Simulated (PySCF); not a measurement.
Input file for PySCF: R-BP86/LANL2DZ on BFHI (SMILES FBI), a point of a bond scan (R = 2.136 Å).

```python
from pyscf import gto, scf, dft, mp
from pyscf.data.elements import chemcore

mol = gto.M(
    atom='''
    B    -0.24474767   -1.33345574    0.80641967
    F     0.79230233   -1.74375557    1.49667712
    H    -1.26010087   -1.94582817    0.81786299
    I    -0.08767701    0.45862089   -0.34566142
    ''',
    basis='lanl2dz',
    ecp={'I': 'lanl2dz'},
    charge=0, spin=0, verbose=3, max_memory=1800)
mf = dft.RKS(mol, xc='b88,p86')
mf.conv_tol = 1e-8
mf.max_cycle = 100
mf.kernel()
if not mf.converged:
    mf = mf.newton().run(mf.mo_coeff, mf.mo_occ)
```

Task: What total energy does the run end on?

Result: -136.7659 hartree.
